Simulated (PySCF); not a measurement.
Species: sum formula AlO₂H₂, charge -1, multiplicity 1. SMILES of the parent species: [Al]([OH])[OH]
Coordinates optimised at B3LYP-D3(BJ)/def2-TZVP (Ansatz):
```
Al
O 1 1.8051
H 2 0.9658 1 115.92
O 1 1.8051 2 102.56 3 0.00
H 4 0.9658 1 115.92 2 0.00
```
Charge -1, spin multiplicity 1.

Dispersion corrections to the total energy (kcal/mol) from the dftd3 and dftd4 libraries through PySCF: D3(BJ) without and D4 with the three-body term, each with the damping fitted for the functional named.

```csv
functional,D3(BJ),D4
HSE06,-0.98,-1.49
TPSSh,…,-2.34
revPBE,…,-6.04
PBE,-1.47,-1.93
TPSS,-1.88,-2.61
B2PLYP,…,-1.33
HF,-13.97,-7.26
```

### Question
Some entries are withheld; supply them.

### Answer

- TPSSh, D3(BJ): -1.72
- revPBE, D3(BJ): -3.76
- B2PLYP, D3(BJ): -1.31
